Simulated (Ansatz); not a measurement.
ClH₅N₂OTi (`[NH2][Ti]([NH2])([OH])[Cl]`), relaxed with RKS PBE0-D4/def2-TZVP in Ansatz 0.2.0 from a PBE-D4/def2-SVP geometry. The force threshold is 0.005 eV/Å; the program also tests the step.

Total charge 0; spin multiplicity 1.

Start:

```xyz
10

N     0.066   -1.665   -0.024
Ti    0.290    0.190   -0.156
N    -1.407    0.981   -0.030
O     1.321    0.808    1.177
Cl    1.242    0.692   -2.128
H    -0.317   -2.236   -0.787
H     0.382   -2.270    0.740
H    -1.532    1.968    0.223
H    -2.319    0.526   -0.133
H     2.273    1.006    1.119
```

Question: How much energy does the relaxation release, and in how many steps? (Estimate.)

Answer: The calculation gave: 3.17 kJ/mol, in 10 steps.

Question: Which bonds change most? (Best estimate.)

Answer: Ansatz gave: O4–H10 from 0.974 to 0.958 Å; N1–H6 from 1.027 to 1.011 Å; N3–H8 from 1.026 to 1.011 Å; N3–H9 from 1.024 to 1.009 Å.

Question: Give the relaxed structure. (An estimate is asked.)

Answer: The calculation gave: 
```xyz
10

N     0.048   -1.670   -0.038
Ti    0.291    0.177   -0.167
N    -1.391    0.988   -0.028
O     1.344    0.766    1.149
Cl    1.201    0.661   -2.149
H    -0.304   -2.241   -0.794
H     0.362   -2.250    0.727
H    -1.513    1.958    0.228
H    -2.286    0.530   -0.121
H     2.248    1.082    1.193
```
